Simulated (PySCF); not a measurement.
**Spinor energies of Hg⁴⁺ (mercury, charge +4)**

Start: [Xe] 4f14 5d8; 5d3/2 filled at m_j = -3/2, -1/2, +1/2, +3/2; 5d5/2 filled at m_j = -1/2, +1/2, +3/2, +5/2. Calculated with PySCF 2.14 in x2c-TZVPall-2c: generalised Hartree-Fock with the X2C-1e Hamiltonian and a Gaussian nucleus; one run each with spin-orbit coupling (SO) switched off, then screened by Boettger's factors.

| spinor shell | electrons | ε, spin-free (eV) | ε, screened SO (eV) | weight of nominal j (screened SO) | rms radius, screened SO (bohr) |
| --- | --- | --- | --- | --- | --- |
| 1s1/2 | 2 | -83623.1 | -83589.3 | 1.000 | 0.0187 |
| 2s1/2 | 2 | -15017.9 | -15007.1 | 1.000 | 0.0755 |
| 2p1/2 | 2 | -12971.7 | -14376.4 | 1.000 | 0.0639 |
| 2p3/2 | 4 | -12971.7 | -12423.2 | 1.000 | 0.0720 |
| 3s1/2 | 2 | -3673.1 | -3669.3 | 1.000 | 0.193 |
| 3p1/2 | 2 | -3072.7 | -3386.4 | 1.000 | 0.184 |
| 3p3/2 | 4 | -3072.7 | -2947.4 | 1.000 | 0.201 |
| 3d3/2 | 4 | -2430.2 | -2484.5 | 1.000 | 0.176 |
| 3d5/2 | 6 | -2430.2 | -2390.8 | 1.000 | 0.180 |
| 4s1/2 | 2 | -885.21 | -883.89 | 1.000 | 0.424 |
| 4p1/2 | 2 | -685.06 | -761.60 | 1.000 | 0.429 |
| 4p3/2 | 4 | -685.06 | -654.04 | 1.000 | 0.463 |
| 4d3/2 | 4 | -442.02 | -453.91 | 1.000 | 0.475 |
| 4d5/2 | 6 | -442.02 | -432.94 | 1.000 | 0.486 |
| 5s1/2 | 2 | -188.91 | -188.59 | 1.000 | 0.964 |
| 4f5/2 | 6 | -170.86 | -172.64 | 0.998 | 0.525 |
| 4f7/2 | 8 | -170.86 | -168.32 | 0.999 | 0.526 |
| 5p1/2 | 2 | -131.89 | -146.77 | 0.996 | 1.04 |
| 5p3/2 | 4 | -131.89 | -125.63 | 0.998 | 1.12 |
| 5d3/2 | 4 | -64.933 | -66.298 | 0.925 | 1.40 |
| 5d5/2 | 4 | -64.933 | -63.682 | 0.940 | 1.44 |

```json
{"quantity": "E (hartree)", "spin-free": "-19603.71835", "screened SO": "-19635.82007"}
{"quantity": "M_J", "spin-free": "4", "screened SO": "4"}
{"quantity": "⟨J²⟩", "spin-free": "20.006", "screened SO": "20.006"}
{"quantity": "⟨L²⟩", "spin-free": "12.005", "screened SO": "12.539"}
{"quantity": "⟨S²⟩", "spin-free": "2.001", "screened SO": "2.081"}
```

Each row is a mean over spinors that exchange with the open shell spreads, by up to 7.815 eV (5p3/2).

Breit and QED terms are absent; they matter most for the inner s and p1/2 levels.

Densities and radii are taken from the X2C orbitals without a picture-change correction, which distorts them close to the nucleus.

Without spin-orbit coupling the j labels of p, d and f shells carry no meaning; the spin-free column gives the mean over the occupied spinors of each nl shell.
